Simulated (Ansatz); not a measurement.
Harmonic frequencies (cm⁻¹) at PBE0-D4/def2-TZVP from Ansatz: 21, 79, 144, 146, 182, 224, 254, 443, 457, 590, 656, 905, 917, 947, 970, 1020, 1030, 1192, 1196, 1249, 1254, 1398, 1404, 1445, 1448, 1486, 1491, 1498, 1502, 3023, 3026, 3027, 3032, 3080, 3082, 3086, 3089, 3111, 3112.

Each molecule was computed in one conformer, which needn't be the lowest.

Which molecule is it?
A. `C[N](C)[Sn][Cl]`
B. `C[CH2][Sn][CH2]C`
C. `[CH3][Sn][CH3]`
D. `C[O][Sn][CH3]`

B.
